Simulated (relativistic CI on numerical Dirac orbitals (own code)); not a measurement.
## Level scheme of Zn+

These numbers are calculated, not measured: Dirac-Coulomb-Breit CI, KLI orbitals optimised for each configuration, model QED (radiative potential, 1s self-energy scaled to tabulated hydrogen-like ionisation energies), valence Slater integrals scaled by 0.85, P86 correlation energy added to each configuration (own radial code, finite nucleus).

Configuration list (outside the closed core [Ar]): 3d¹⁰4s, 3d¹⁰4p, 3d⁹4s², 3d¹⁰5s, 3d¹⁰4d, 3d¹⁰5p, 3d¹⁰4f, 3d⁹4s4p, 3d¹⁰6s, 3d¹⁰5d, 3d¹⁰6p, 3d¹⁰7s, 3d¹⁰5g, 3d¹⁰5f, 3d¹⁰6d, 3d¹⁰7p. Levels of other configurations are missing.

The lowest level is 3d¹⁰4s ²S1/2, with 100 % of that term; Hund's rules for 3d¹⁰4s give ²S with J = 1/2, in agreement.

```tsv
No.	Configuration	Term	J	E (eV)	%	jj configuration (%)
1	3d¹⁰4s	²S	1/2	0.0000	100	4s (100)
2	3d¹⁰4p	²P°	1/2	5.6111	99	4p1/2 (99)
3	3d¹⁰4p	²P°	3/2	5.6991	99	4p3/2 (99)
4	3d⁹4s²	²D	5/2	7.2130	100	3d5/2^5 (100)
5	3d⁹4s²	²D	3/2	7.5411	100	3d3/2^3 3d5/2^6 (100)
6	3d¹⁰5s	²S	1/2	10.2514	100	5s (100)
7	3d¹⁰4d	²D	3/2	11.1513	100	4d3/2 (100)
8	3d¹⁰4d	²D	5/2	11.1563	100	4d5/2 (100)
9	3d⁹4s4p	⁴P°	5/2	11.3418	98	3d5/2^5 4s 4p1/2 (58)
10	3d⁹4s4p	⁴P°	3/2	11.5337	96	3d5/2^5 4s 4p3/2 (43)
11	3d⁹4s4p	⁴F°	9/2	11.6495	100	3d5/2^5 4s 4p3/2 (100)
12	3d⁹4s4p	⁴F°	7/2	11.6685	90	3d5/2^5 4s 4p1/2 (54)
13	3d⁹4s4p	⁴P°	1/2	11.6779	97	3d3/2^3 3d5/2^6 4s 4p3/2 (72)
14	3d⁹4s4p	⁴F°	5/2	11.7259	85	3d5/2^5 4s 4p1/2 (59)
15	3d¹⁰5p	²P°	1/2	11.8066	95	5p1/2 (95)
16	3d¹⁰5p	²P°	3/2	11.8282	94	5p3/2 (94)
17	3d⁹4s4p	⁴F°	3/2	11.8339	95	3d3/2^3 3d5/2^6 4s 4p1/2 (69)
18	3d⁹4s4p	⁴D°	7/2	12.0913	92	3d5/2^5 4s 4p3/2 (90)
19	3d⁹4s4p	⁴D°	5/2	12.1437	53	3d5/2^5 4s 4p3/2 (64)
20	3d⁹4s4p	²F°	5/2	12.2398	50	3d3/2^3 3d5/2^6 4s 4p3/2 (49)
21	3d⁹4s4p	⁴D°	3/2	12.2465	74	3d3/2^3 3d5/2^6 4s 4p3/2 (38)
22	3d⁹4s4p	⁴D°	1/2	12.3169	90	3d3/2^3 3d5/2^6 4s 4p3/2 (41)
23	3d⁹4s4p	²F°	7/2	12.3810	87	3d3/2^3 3d5/2^6 4s 4p3/2 (85)
24	3d⁹4s4p	²D°	3/2	12.5262	80	3d3/2^3 3d5/2^6 4s 4p3/2 (33)
25	3d⁹4s4p	²P°	1/2	12.5391	87	3d5/2^5 4s 4p3/2 (51)
26	3d⁹4s4p	²P°	3/2	12.5728	94	3d3/2^3 3d5/2^6 4s 4p1/2 (43)
27	3d⁹4s4p	²D°	5/2	12.6313	88	3d3/2^3 3d5/2^6 4s 4p3/2 (58)
28	3d¹⁰6s	²S	1/2	13.4120	100	6s (100)
29	3d¹⁰5d	²D	3/2	13.8409	100	5d3/2 (100)
30	3d¹⁰5d	²D	5/2	13.8433	100	5d5/2 (100)
31	3d¹⁰4f	²F°	7/2	13.9347	100	4f7/2 (100)
32	3d¹⁰4f	²F°	5/2	13.9350	100	4f5/2 (100)
33	3d¹⁰6p	²P°	1/2	14.0856	98	6p1/2 (98)
34	3d¹⁰6p	²P°	3/2	14.0882	97	6p3/2 (97)
35	3d¹⁰7s	²S	1/2	14.8433	100	7s (100)
36	3d¹⁰6d	²D	3/2	15.0718	100	6d3/2 (100)
37	3d¹⁰6d	²D	5/2	15.0730	100	6d5/2 (100)
38	3d¹⁰7p	²P°	3/2	15.1028	56	7p3/2 (56)
39	3d¹⁰5f	²F°	7/2	15.1251	52	5f7/2 (52)
40	3d¹⁰5f	²F°	5/2	15.1562	98	5f5/2 (98)
41	3d¹⁰5g	²G	7/2	15.1590	100	5g7/2 (100)
42	3d¹⁰5g	²G	9/2	15.1590	100	5g9/2 (100)
43	3d¹⁰7p	²P°	1/2	15.1648	91	7p1/2 (91)
44	3d⁹4s4p	²F°	7/2	15.1988	52	5f7/2 (48)
45	3d⁹4s4p	²P°	3/2	15.3484	52	7p3/2 (44)
```

Energies count from the lowest computed level; ° marks odd parity. Filled j subshells are mostly left out of the jj labels.

The mean weight of the leading LS term, summed over parents, in these 45 levels is 90 %, and that of the leading jj configuration (from the same eigenvectors) 79 %, so LS coupling describes them better.

For a near-neutral ion this model can misplace configurations by up to about 10,000 cm⁻¹ (more where the count of f electrons changes) and terms by 10 to 25 % of their spread. Rates follow the energies as ν³ (E1, M1) or ν⁵ (E2), so they and the lifetimes can be off by large factors. The fine structure of a lone outer electron comes out too small, for d and f at times inverted, and misplaced configurations move strength between like terms. 11 of the 11 excited levels that our extract of the measured tables holds in this range could be paired (the sources list more); they are missed by 5231 cm⁻¹ on average and 6979 at most, and levels without a partner can miss by more.

LS names give the leading component of a level, which can be under half, so a name can repeat, a term be missing and a line seem to break the LS rules.
